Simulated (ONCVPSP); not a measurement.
# An all-electron radial function and its pseudo partner (C)

Columns: radius, all-electron u(r) and pseudo u(r) of the 2s shell (level -13.80 eV) of carbon in the configuration [He] 2s2 2p2; PW91, scalar-relativistic, ONCV scheme, ONCVPSP 4.0.1.

```json
{"r (bohr)": "0.090", "all-electron": "-0.3193", "pseudo": "0.0368"}
{"r (bohr)": "0.180", "all-electron": "-0.3319", "pseudo": "0.0813"}
{"r (bohr)": "0.270", "all-electron": "-0.2080", "pseudo": "0.1392"}
{"r (bohr)": "0.360", "all-electron": "-0.0336", "pseudo": "0.2130"}
{"r (bohr)": "0.450", "all-electron": "0.1476", "pseudo": "0.3008"}
{"r (bohr)": "0.540", "all-electron": "0.3142", "pseudo": "0.3976"}
{"r (bohr)": "0.630", "all-electron": "0.4574", "pseudo": "0.4964"}
{"r (bohr)": "0.720", "all-electron": "0.5747", "pseudo": "0.5892"}
{"r (bohr)": "0.810", "all-electron": "0.6662", "pseudo": "0.6698"}
{"r (bohr)": "0.900", "all-electron": "0.7336", "pseudo": "0.7339"}
{"r (bohr)": "0.990", "all-electron": "0.7796", "pseudo": "0.7796"}
{"r (bohr)": "1.080", "all-electron": "0.8072", "pseudo": "0.8072"}
{"r (bohr)": "1.170", "all-electron": "0.8194", "pseudo": "0.8194"}
{"r (bohr)": "1.260", "all-electron": "0.8191", "pseudo": "0.8190"}
{"r (bohr)": "1.350", "all-electron": "0.8088", "pseudo": "0.8087"}
{"r (bohr)": "1.440", "all-electron": "0.7907", "pseudo": "0.7907"}
{"r (bohr)": "1.530", "all-electron": "0.7668", "pseudo": "0.7668"}
{"r (bohr)": "1.620", "all-electron": "0.7385", "pseudo": "0.7385"}
{"r (bohr)": "1.710", "all-electron": "0.7073", "pseudo": "0.7073"}
{"r (bohr)": "1.800", "all-electron": "0.6741", "pseudo": "0.6741"}
{"r (bohr)": "1.890", "all-electron": "0.6397", "pseudo": "0.6397"}
{"r (bohr)": "1.980", "all-electron": "0.6050", "pseudo": "0.6050"}
{"r (bohr)": "2.070", "all-electron": "0.5703", "pseudo": "0.5703"}
{"r (bohr)": "2.160", "all-electron": "0.5362", "pseudo": "0.5361"}
{"r (bohr)": "2.250", "all-electron": "0.5028", "pseudo": "0.5028"}
{"r (bohr)": "2.340", "all-electron": "0.4705", "pseudo": "0.4705"}
```

Task: How many radial nodes do the two functions have?

Result: The all-electron 2s function has n − l − 1 = 1; the pseudo-wave has 0, since the states of the same l below it are removed with the core.

Task: At about which radius was the pseudo-wave matched?

Result: 1.00 bohr. The columns agree to 0.0005 from 0.90 bohr on; several derivatives are matched, so the curves merge somewhat inside the radius.

Task: Where does each function peak?

Result: Outermost all-electron maximum near 1.17 bohr, pseudo maximum near 1.17 bohr (to the table’s step).

Task: Is the pseudo-wave norm-conserving?

Result: Yes: the ONCV scheme keeps the norm inside the radius equal to the all-electron one, which fixes the energy derivative of the logarithmic derivative at the level.
